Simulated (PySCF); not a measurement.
Coordinates in bohr (charge 0 multiplicity 1):
```
Ge    0.0000    0.0000   -1.9229
Br    3.4767    0.0000    0.9005
Br   -3.4767    0.0000    0.9005
```

All numbers come from PySCF, PBE, basis Ge def2-SVP, Br def2-SVP (no relativity, density fitting).

This geometry of GeBr2 is a stationary point at this level.

Q: What is the point group?

A: C2v.

Q: Is it a minimum?

A: Yes: all harmonic wavenumbers are real.

Q: What are the dipole moment and the gap between the highest occupied and lowest empty levels?

A: 1.65 D and 2.78 eV.

Q: Give the ideal-gas entropy at 298.15 K and 1 bar by parts.

A: translation 176.8, rotation 115.4, vibration 27.7, spin 0.0; total 319.8 J/(mol K).

Q: What is the atomisation energy, with and without zero-point energy?

A: 741 kJ/mol without, 737 kJ/mol with.
